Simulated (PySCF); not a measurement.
H6N2Si (SMILES N[SiH2]N), singlet, geometry from GFN2-xTB, atoms displaced at random by about 0.03 Å a coordinate; PySCF with HF/STO-3G, gradient by finite differences.

The PySCF input:
```python
from pyscf import gto, scf

mol = gto.M(
    atom='''
Si   -0.10256788    0.38934540    0.26154960
N     1.46722304   -0.20815335   -0.02529936
N    -1.33932559   -0.67141324   -0.33230244
H    -0.27774288    0.43873581    1.67031132
H    -0.01987234    1.73796994   -0.39305126
H     1.79513702   -1.04606462    0.38402160
H     1.86129176   -0.10721119   -0.95909880
H    -2.27009437   -0.47054869   -0.08855397
H    -1.28897380   -0.95817033   -1.26405665
''',
    basis='sto-3g',
    verbose=4,
)

mf = scf.RHF(mol)
mf.conv_tol = 1e-11
mf.kernel()
scan, done = mf.as_scanner(), []
scan.scf_summary = {}
def energy(d):
    c = mol.atom_coords()
    c[0, 0] += d
    e = scan(mol.set_geom_(c, unit='Bohr', inplace=False))
    done.append(scan.converged)
    return e
h = 1e-5
fd = (energy(h) - energy(-h)) / (2 * h)
print('dE/dx =', fd)
```

Problem. Predict the main parts of the log of this PySCF run.

Solution. 
```
PySCF version 2.14.0

[INPUT] verbose = 4
[INPUT] num. atoms = 9
[INPUT] num. electrons = 34
[INPUT] charge = 0
[INPUT] spin (= nelec alpha-beta = 2S) = 0
[INPUT] symmetry False subgroup None
[INPUT] Mole.unit = angstrom
[INPUT] Symbol           X                Y                Z      unit          X                Y                Z       unit  Magmom
[...]
nuclear repulsion = 120.057165881307
number of shells = 17
number of NR pGTOs = 75
number of NR cGTOs = 25
basis = sto-3g
ecp = {}

******** <class 'pyscf.scf.hf.RHF'> ********
method = RHF
initial guess = minao
damping factor = 0
level_shift factor = 0
DIIS = <class 'pyscf.scf.diis.CDIIS'>
diis_start_cycle = 1
diis_space = 8
diis_damp = 0
SCF conv_tol = 1e-11
SCF conv_tol_grad = None
SCF max_cycles = 50
direct_scf = True
direct_scf_tol = 1e-13
Set gradient conv threshold to 3.16228e-06
Initial guess from minao.
init E= -396.7232718913
[...]
cycle= 1 E= -396.530402049087  delta_E= 0.193  |g|= 0.401  |ddm|= 3.44
[...]
cycle= 2 E= -396.582738255305  delta_E= -0.0523  |g|= 0.0817  |ddm|= 0.652
[...]
cycle= 3 E= -396.585268693446  delta_E= -0.00253  |g|= 0.0158  |ddm|= 0.138
[...]
cycle= 4 E= -396.585442639594  delta_E= -0.000174  |g|= 0.00234  |ddm|= 0.0495
[...]
cycle= 5 E= -396.585447379348  delta_E= -4.74e-06  |g|= 0.000419  |ddm|= 0.00926
[...]
cycle= 6 E= -396.58544752529  delta_E= -1.46e-07  |g|= 6.41e-05  |ddm|= 0.00174
[...]
cycle= 7 E= -396.585447528452  delta_E= -3.16e-09  |g|= 1.66e-05  |ddm|= 0.000215
[...]
cycle= 8 E= -396.585447528653  delta_E= -2.01e-10  |g|= 4.81e-06  |ddm|= 4.93e-05
[...]
cycle= 9 E= -396.585447528671  delta_E= -1.82e-11  |g|= 5.89e-07  |ddm|= 1.69e-05
[...]
cycle= 10 E= -396.585447528671  delta_E= 5.68e-13  |g|= 1.11e-07  |ddm|= 1.8e-06
[...]
Extra cycle  E= -396.585447528672  delta_E= -9.09e-13  |g|= 4e-08  |ddm|= 2.61e-07
converged SCF energy = -396.585447528672
Create scanner for <class 'pyscf.scf.hf.RHF'>

WARN: Mole.unit (angstrom) is changed to Bohr

New geometry
   1 Si    -0.102562588228   0.389345400000   0.261549600000 AA   -0.193815202377   0.735756173859   0.494257111990 Bohr
   2 N      1.467223040000  -0.208153350000  -0.025299360000 AA    2.772649709252  -0.393352823411  -0.047808861527 Bohr
   3 N     -1.339325590000  -0.671413240000  -0.332302440000 AA   -2.530958556722  -1.268787140007  -0.627960602125 Bohr
   4 H     -0.277742880000   0.438735810000   1.670311320000 AA   -0.524857976248   0.829090521939   3.156430937561 Bohr
[...]
damping factor = 0
level_shift factor = 0
DIIS = <class 'pyscf.scf.diis.CDIIS'>
diis_start_cycle = 1
diis_space = 8
diis_damp = 0
SCF conv_tol = 1e-11
SCF conv_tol_grad = None
SCF max_cycles = 50
direct_scf = True
direct_scf_tol = 1e-13
Set gradient conv threshold to 3.16228e-06
init E= -396.585447797855
[...]
cycle= 1 E= -396.585447587515  delta_E= 2.1e-07  |g|= 1.73e-06  |ddm|= 7.48e-06
[...]
cycle= 2 E= -396.585447587516  delta_E= -5.68e-13  |g|= 4.73e-07  |ddm|= 3.17e-06
[...]
Extra cycle  E= -396.585447587515  delta_E= 3.41e-13  |g|= 1.37e-07  |ddm|= 9.49e-07
converged SCF energy = -396.585447587515

WARN: Mole.unit (angstrom) is changed to Bohr

New geometry
   1 Si    -0.102573171772   0.389345400000   0.261549600000 AA   -0.193835202377   0.735756173859   0.494257111990 Bohr
   2 N      1.467223040000  -0.208153350000  -0.025299360000 AA    2.772649709252  -0.393352823411  -0.047808861527 Bohr
   3 N     -1.339325590000  -0.671413240000  -0.332302440000 AA   -2.530958556722  -1.268787140007  -0.627960602125 Bohr
   4 H     -0.277742880000   0.438735810000   1.670311320000 AA   -0.524857976248   0.829090521939   3.156430937561 Bohr
   5 H     -0.019872340000   1.737969940000  -0.393051260000 AA   -0.037553280054   3.284287199327  -0.742759234315 Bohr
   6 H      1.795137020000  -1.046064620000   0.384021600000 AA    3.392317323868  -1.976775640397   0.725695649917 Bohr
   7 H      1.861291760000  -0.107211190000  -0.959098800000 AA    3.517331664310  -0.202599786589  -1.812434058399 Bohr
   8 H     -2.270094370000  -0.470548690000  -0.088553970000 AA   -4.289856636217  -0.889208152373  -0.167342750543 Bohr
   9 H     -1.288973800000  -0.958170330000  -1.264056650000 AA   -2.435807463740  -1.810679504384  -2.388720874435 Bohr

******** <class 'pyscf.scf.hf.RHF_Scanner'> ********
method = RHF_Scanner
initial guess = minao
damping factor = 0
level_shift factor = 0
DIIS = <class 'pyscf.scf.diis.CDIIS'>
diis_start_cycle = 1
diis_space = 8
diis_damp = 0
SCF conv_tol = 1e-11
SCF conv_tol_grad = None
SCF max_cycles = 50
direct_scf = True
direct_scf_tol = 1e-13
Set gradient conv threshold to 3.16228e-06
init E= -396.585447049235
[...]
cycle= 1 E= -396.585447469763  delta_E= -4.21e-07  |g|= 3.47e-06  |ddm|= 1.49e-05
[...]
cycle= 2 E= -396.585447469767  delta_E= -3.64e-12  |g|= 9.42e-07  |ddm|= 6.33e-06
[...]
Extra cycle  E= -396.585447469767  delta_E=    0  |g|= 2.69e-07  |ddm|= 1.88e-06
converged SCF energy = -396.585447469767
dE/dx = -0.005887443421670468
```
